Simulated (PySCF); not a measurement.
C4H5F (SMILES FC1=CCC1), singlet, geometry from GFN2-xTB. Base run: PySCF with CCSD(T)/cc-pVDZ.

Here is a job for PySCF.
```python
from pyscf import gto, scf, cc

mol = gto.Mole()
mol.atom = '''
    F     1.825605    0.131097    0.298708
    C     0.506652    0.097698    0.077224
    C    -0.412382    1.021317   -0.164747
    C    -1.510191   -0.012709   -0.255961
    C    -0.416135   -1.077999    0.028924
    H    -0.414154    2.088675   -0.263842
    H    -1.980819   -0.097680   -1.233225
    H    -2.277847    0.063786    0.511247
    H    -0.234125   -1.782983   -0.779851
    H    -0.531160   -1.621513    0.964663
'''
mol.basis = 'cc-pvdz'
mol.charge = 0
mol.spin = 0
mol.verbose = 4
mol.max_memory = 1800
mol.build()

mf = scf.RHF(mol)
mf.kernel()

mycc = cc.CCSD(mf, frozen=5)
mycc.kernel()
et = mycc.ccsd_t()
print('E(CCSD(T)) = %.10f' % (mycc.e_tot + et))
```

Each row names what was changed in the base input (with any setting that the change needs).

```tsv
change	ΔE vs base (mEh)	MP2 correlation (Eh)	CC correlation without the perturbative part (Eh)	basis functions	core-seconds (rough)
base	0.000	-0.72058	-0.75984	95	20
method = cisd	145.2	-	-	95	8
method = mp2	63.784	-0.72058	-	95	2
method = ccsd	24.526	-0.72058	-0.75984	95	10
```
